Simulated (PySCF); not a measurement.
A structure optimised at PBE-D3(BJ)/def2-SVP, used in a PySCF frequency run:

```
C
C 1 1.4046
H 2 1.0990 1 119.67
C 2 1.4030 3 121.22 1 180.00
H 4 1.1006 2 119.30 3 0.00
C 4 1.4040 5 120.18 2 180.00
H 6 1.1001 4 120.16 5 0.00
C 6 1.4040 7 120.16 4 180.00
H 8 1.1006 6 120.18 7 0.00
C 8 1.4030 9 119.30 6 180.00
H 10 1.0990 8 121.22 9 0.00
Cl 1 1.7470 2 119.47 3 0.00
```
Charge 0, spin multiplicity 1.

Problem. Write its SMILES, formula and point group.

Solution. Clc1ccccc1, C6H5Cl, C2v

Problem. What are its rotational constants (standard atomic weights)?

Solution. 5.5977, 1.5410, 1.2083 GHz
